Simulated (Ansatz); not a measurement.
Ansatz results at the PBE0-D4/def2-TZVP geometry: LUMO energy (PBE0/def2-TZVPP) 0.41 eV; size of the dipole moment (PBE/def2-TZVPP) 0.37 D; HOMO–LUMO gap (ωB97M-V/def2-TZVPP) 9.76 eV.

Each molecule was computed in one conformer, which needn't be the lowest.

Problem. Which molecule gave them?
A. `C[N](C)[SnH]([N](C)C)[N](C)C`
B. `F[Si](F)(F)[Sn]([Cl])([Si](F)(F)F)[Si](F)(F)F`
C. `N#[C][SnH2][Cl]`
D. `[OH][SnH2][OH]`

Solution. A. The others give `[OH][SnH2][OH]`: -0.40, 0.39, 12.12; `N#[C][SnH2][Cl]`: -1.65, 3.84, 11.72; `F[Si](F)(F)[Sn]([Cl])([Si](F)(F)F)[Si](F)(F)F`: -2.50, 0.84, 10.33.
